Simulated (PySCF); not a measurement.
Compound: C3H7GeNO.
Bonds: N1–C2 (triple), C2–C3, C3–C4, C4–O5, O5–Ge6. Hydrogens: H7, H8 on C3; H9, H10 on C4; H11, H12, H13 on Ge6.

Method: PBE0-D3(BJ)/def2-SVP geometry optimisation, gas phase in PySCF.

Task: Give the optimised bond lengths and angles.

Result: 
```
            bond  length (Å)   order
           N1≡C2       1.157  triple
           C2–C3       1.455  single
           C3–C4       1.527  single
           C4–O5       1.394  single
          O5–Ge6       1.791  single
    C3–H7, C3–H8       1.101  single
   C4–H9, C4–H10       1.108  single
Ge6–H11, Ge6–H12       1.541  single
         Ge6–H13       1.531  single
```

Bonds in one row agree within 0.01 Å and their mean is given. Orders are formal, as drawn. A selection of angles:
```
      angle  degrees
   N1–C2–C3    178.8
   C2–C3–C4    112.8
   C2–C3–H7    109.3
   C4–C3–H7    109.2
   H7–C3–H8    107.0
   C3–C4–O5    107.4
   C3–C4–H9    109.2
   O5–C4–H9    112.1
  H9–C4–H10    106.8
  C4–O5–Ge6    120.3
 O5–Ge6–H11    108.6
 O5–Ge6–H12    108.4
 O5–Ge6–H13    104.2
H11–Ge6–H12    110.6
```

Dihedral angles: C2–C3–C4–O5 179° (antiperiplanar); C3–C4–O5–Ge6 177° (antiperiplanar). The mirror-image conformer, all signs reversed, is as good.

O5 (oxygen bonded to C and Ge) is bent (angle 120.3°). The 6 heavy atoms lie in one plane (0.019 Å rms). The 2 C–C bonds span 1.455 Å (C2–C3, drawn single) to 1.527 Å (C3–C4, drawn single), a spread of 0.072 Å. Ge6 (germanium bonded to O and 3 H) is distorted tetrahedral (angles from 104.2° to 112.4°).

Point group: near Cs, missed by 0.10 Å at most; the miss may be what the optimiser left on a soft mode. No frequency check. One conformer, not necessarily the lowest.
